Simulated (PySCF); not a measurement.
Gas-phase reaction: 3 GaH(CH₃)₂ + H + C₃H₅ (allyl) = 3 Ga(CH₃)₃, at 2500 K and a standard pressure of 1 bar. Level: MP2/def2-TZVPP†.

Energies from PySCF, thermal terms from the rigid-rotor harmonic-oscillator model, ideal gas at 1 bar. S°(298 K) at PBE0/def2-TZVP differs from the NASA 1993 table for C₃H₅ (allyl) (-17 J/mol/K); whether the harmonic model or the table's entry is off was not settled. † marks an energy on the PBE0/def2-TZVP geometry and frequencies. MP2 freezes the core. Open shells (unrestricted): H (multiplicity 2), C₃H₅ (allyl) (multiplicity 2); the rest are closed-shell singlets. Ga: all electrons, no relativistic terms. Methyl groups turn as free rotors in GaH(CH₃)₂, Ga(CH₃)₃. GaH(CH₃)₂: computed as isolated molecules; such fragments, hydroxides, amides, oligomers or adducts are transient or little studied in the gas. MP2 isn't extrapolated to the basis-set limit; its ΔH°(298 K) is -542.4 kJ in def2-SVP and -586.1 kJ in def2-TZVPP. The harmonic model lacks anharmonicity and excited electronic states, which grow with temperature; levels with a mode under 35 cm⁻¹ are left out. Warning, spin contamination: C₃H₅ (allyl) (MP2/def2-TZVPP†).

| species | E (Ha) | H(2500 K) − E (kJ/mol) | S°(2500 K) (J/mol/K) |
|---|---|---|---|
| GaH(CH₃)₂ | -2003.68135 | 603.1 | 644.4 |
| H | -0.49981 | 52.0 | 158.9 |
| C₃H₅ (allyl) | -116.97023 | 493.5 | 515.4 |
| Ga(CH₃)₃ | -2042.91854 | 797.0 | 775.6 |
E: electronic energy; H − E holds the zero-point and thermal terms. 1 Ha = 2625.5 kJ/mol.

**Question.** Work out ΔH°, ΔS°, ΔG° and log10 K from these numbers.

**Answer.** 1. ΔE = 3×(-2042.91854) − 3×(-2003.68135) − 1×(-0.49981) − 1×(-116.97023) = -0.24153 Ha = -634.1 kJ.
2. Δ(H − E) = 3×(797.0) − 3×(603.1) − 1×(52.0) − 1×(493.5) = 36.2 kJ, so ΔH° = -597.9 kJ.
3. ΔS° = 3×(775.6) − 3×(644.4) − 1×(158.9) − 1×(515.4) = -280.7 J/K; the number of gas molecules changes by -2.
4. ΔG° = ΔH° − TΔS° = -597.9 − 2500×(-280.7)/1000 = 103.9 kJ.
5. log10 K = −ΔG°/(RT ln 10) = -2.17, with RT ln 10 = 47.86 kJ/mol; at standard pressures the reactants are favoured.
6. A shift of 10 kJ in ΔE would move log10 K by 0.21 here.
7. Lowering the total pressure from 1 bar to 0.01 bar multiplies the mole-fraction quotient K_x = K (p/p°)^(−Δn) by 10^-4, which pushes the balance towards the reactants.
For scale, ΔH°(298 K) is -586 kJ at this level, -539 kJ at ωB97M-V/def2-TZVP†, and runs from -590 to -368 kJ over the 18 levels computed.
